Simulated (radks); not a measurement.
Species: Cs. Configuration: [Xe] 5d0.5 6s0.5 (fractional occupations, a model configuration). All-electron calculation, scalar-relativistic Kohn-Sham, PBE, spin-unpolarised, spherical densities, finite nucleus; Fermi nuclear charge, rms radius 4.8041 fm. Program: a radial shooting solver on a logarithmic mesh with Libxc functionals.

Unscreened Slater integrals over Kohn-Sham orbitals (cm^-1).

\begin{tabular}{lr}
integral & value \\ \hline
F0(5d,5d) & 31186 \\
F2(5d,5d) & 13550 \\
F4(5d,5d) & 8287.1 \\
F0(5d,6s) & 32564 \\
G2(5d,6s) & 13609 \\
F0(5d,5p) & 44326 \\
F2(5d,5p) & 13714 \\
G1(5d,5p) & 12934 \\
G3(5d,5p) & 7743.7 \\
F0(5d,5s) & 45181 \\
G2(5d,5s) & 6703.8 \\
F0(6s,6s) & 34573 \\
F0(6s,5p) & 43934 \\
G1(6s,5p) & 2918.4 \\
F0(6s,5s) & 44539 \\
G0(6s,5s) & 1434.6 \\
F0(5p,5p) & 94802 \\
F2(5p,5p) & 50707 \\
F0(5p,5s) & 102680 \\
G1(5p,5s) & 67696 \\
F0(5s,5s) & 113400 \\
\end{tabular}

Derived for the open shells (J is the average intra-shell exchange parameter used in DFT+U). 5d: Racah B = F2/49 - 5 F4/441 = 182.6 cm^-1, C = 35 F4/441 = 657.7 cm^-1, C/B = 3.60, F4/F2 = 0.612, J = (F2 + F4)/14 = 1560 cm^-1.
